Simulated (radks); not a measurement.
Values are calculated unless marked as measured or tabulated.
Task: Yb I, configuration [Xe] 4f14 6s1 5f1 (not the ground configuration). Code: a radial shooting solver on a logarithmic mesh with Libxc functionals. Model: scalar-relativistic Kohn-Sham, SCAN, spin-polarised, spherical densities, finite nucleus; open shells are filled with parallel spins first (spin-orbit coupling, left out, can overturn this in heavy ions); meta-GGA in the generalised Kohn-Sham scheme; Fermi nuclear charge, rms radius 5.3108 fm. Some entries of the table are withheld. Estimate them.

orbital  occ.  eigenvalue (hartree)  r(max) (bohr)  <r^2> (bohr^2)
1s up       1             -2253.310        0.01237       0.0005301
1s down     1             -2253.309        0.01237       0.0005301
2s up       1             -382.8205        0.07051        0.008204
2s down     1             -382.8201        0.07051        0.008204
2p up       3             -337.2786        0.05756        0.006714
2p down     3             -337.2782        0.05756        0.006714
3s down     1             -86.82060         0.1991         0.05355
3s up       1             -86.82037         0.1991         0.05355
3p down     3             -72.99898         0.1964         0.05413
3p up       3             -72.99881         0.1964         0.05413
3d down     5             -56.16132         0.1605         0.04515
3d up       5             -56.16132         0.1605         0.04515
4s down     1             -17.40299         0.4555          0.2685
4s up       1             -17.40222         0.4554          0.2685
4p down     3             -12.84568         0.4764          0.3052
4p up       3             -12.84486         0.4764          0.3052
4d down     5              -6.83108         0.4912          0.3645
4d up       5              -6.83051         0.4912          0.3644
5s down     1              -2.23599          1.065             (1)
5s up       1              -2.23025          1.065             (2)
5p up       3              -1.20585          1.232           2.423
5p down     3              -1.20583          1.232           2.374
6s up       1              -0.30382          3.060             (3)
4f up       7              -0.29687         0.4839             (4)
4f down     7              -0.29562         0.4838             (5)
5f up       1              -0.01555          16.19           345.4

Result: 
(1) 5s down <r^2> (bohr^2): 1.641
(2) 5s up <r^2> (bohr^2): 1.647
(3) 6s up <r^2> (bohr^2): 13.81
(4) 4f up <r^2> (bohr^2): 0.8593
(5) 4f down <r^2> (bohr^2): 0.8417
